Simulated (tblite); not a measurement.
Compound: C₇H₉NSi.
Atom-mapped SMILES: `[H]/[N:2]=[CH:3]\[C:4]1=[CH:5][C@@:6]2([SiH3:7])[CH:8]=[CH:9][C@@H:10]12` (hydrogens: H1 on N2; H11 on C3; H12 on C5; H13, H14, H15 on Si7; H16 on C8; H17 on C9; H18 on C10)

Structure optimised with GFN2-xTB, isolated species.

(1) List the bond lengths, angles and torsions at this level.

## Answers

(1) 
| bond | length (pm) |
| --- | --- |
| H1–N2 | 102.1 |
| N2=C3 | 126.4 |
| C3–C4 | 144.1 |
| C4=C5 | 134.4 |
| C5–C6 | 150.4 |
| C6–Si7 | 188.8 |
| C6–C8 | 151.6 |
| C8=C9 | 132.9 |
| C9–C10 | 150.7 |
| C4–C10 | 151.8 |
| C6–C10 | 156.7 |
| C3–H11 | 108.8 |
| C5–H12 | 107.4 |
| Si7–H13, Si7–H14, Si7–H15 | 146.3 |
| C8–H16 | 107.4 |
| C9–H17 | 107.4 |
| C10–H18 | 108.5 |

Bonds in one row agree within 1 pm and their mean is given. A selection of angles:
| angle | degrees |
| --- | --- |
| H1–N2–C3 | 113.8 |
| N2–C3–C4 | 127.4 |
| N2–C3–H11 | 116.7 |
| C4–C3–H11 | 115.9 |
| C3–C4–C5 | 135.3 |
| C3–C4–C10 | 130.6 |
| C5–C4–C10 | 94.0 |
| C4–C5–C6 | 94.4 |
| C4–C5–H12 | 134.5 |
| C6–C5–H12 | 131.0 |
| C5–C6–Si7 | 120.1 |
| C5–C6–C8 | 112.4 |
| C5–C6–C10 | 86.1 |
| Si7–C6–C8 | 120.3 |
| Si7–C6–C10 | 123.2 |
| C8–C6–C10 | 85.2 |
| C6–Si7–H13 | 108.1 |
| H13–Si7–H14 | 111.1 |
| C6–C8–C9 | 94.4 |
| C6–C8–H16 | 130.5 |
| C9–C8–H16 | 135.1 |
| C8–C9–C10 | 94.6 |
| C8–C9–H17 | 135.0 |
| C10–C9–H17 | 130.3 |
| C9–C10–H18 | 119.3 |
| C4–C10–C9 | 114.2 |
| C4–C10–C6 | 85.4 |
| C4–C10–H18 | 119.0 |
| C6–C10–C9 | 85.7 |
| C6–C10–H18 | 124.5 |

Dihedral angles: N2–C3–C4–C5 -173° (antiperiplanar); C3–C4–C5–C6 178° (antiperiplanar); C4–C5–C6–Si7 125° (anticlinal); C5–C6–C8–C9 85° (synclinal); C6–C8–C9–C10 -1° (synperiplanar); C8–C9–C10–C4 -82° (synclinal); C3–C4–C10–C9 -95° (anticlinal); C5–C6–C10–C9 -114° (anticlinal); H1–N2–C3–C4 0° (synperiplanar).

The 4-membered ring C4–C5–C6–C10 has internal angles of 85.4° to 94.4° (sum 360°, against 360° for a flat polygon); it is planar, 0.01 Å rms from its mean plane, widest ring torsion 1°. Si7 (SiH3 silicon) is tetrahedral (angles from 107.9° to 111.1°). Of the pairs four or more bonds apart, H1···C10 is among the closest relative to their van der Waals radii: 2.81 Å, 97 % of the sum of Bondi's values. The 4-membered ring C6–C8–C9–C10 has internal angles of 85.2° to 94.6°; it is planar, 0.01 Å rms from its mean plane, widest ring torsion 1°. The C–C distances run from 1.329 Å (C8=C9, drawn double) to 1.567 Å (C6–C10, drawn single), a spread of 0.238 Å.

Point group: C1 (no symmetry element, even within 0.4 Å). Its GFN2-xTB frequencies are all real (lowest 67 cm⁻¹). The numbers are those of one conformer. 3 starts were optimised and ended at 0.00, 0.21 and 0.21 kcal/mol (GFN2-xTB); the lowest of these is shown.

The numbers are calculated, not measured.
